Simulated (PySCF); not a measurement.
# Electron correlation in Sn⁻ (tin, charge -1)

[Kr] 4d10 5s2 5p3, high-spin 4S determinant. Calculation: PySCF 2.14, in aug-cc-pVTZ-PP with one added diffuse shell each of d, f type with ECP28MDF (6s5p5d3f, 67 functions); scalar relativity through the core potential. Frozen: 4s2 4p6 4d10; 5 electrons correlated.

| level | correlation energy (mhartree) |
| --- | --- |
| CCSD | -70.92 |
| (T) | -3.24 |
| CCSD(T) | -74.16 |

Diagnostics: T1 = 0.0072, D1 = 0.0179, largest double amplitude 0.041.

Cost of the coupled-cluster step: roughly 4 core-seconds, for 5 correlated electrons.
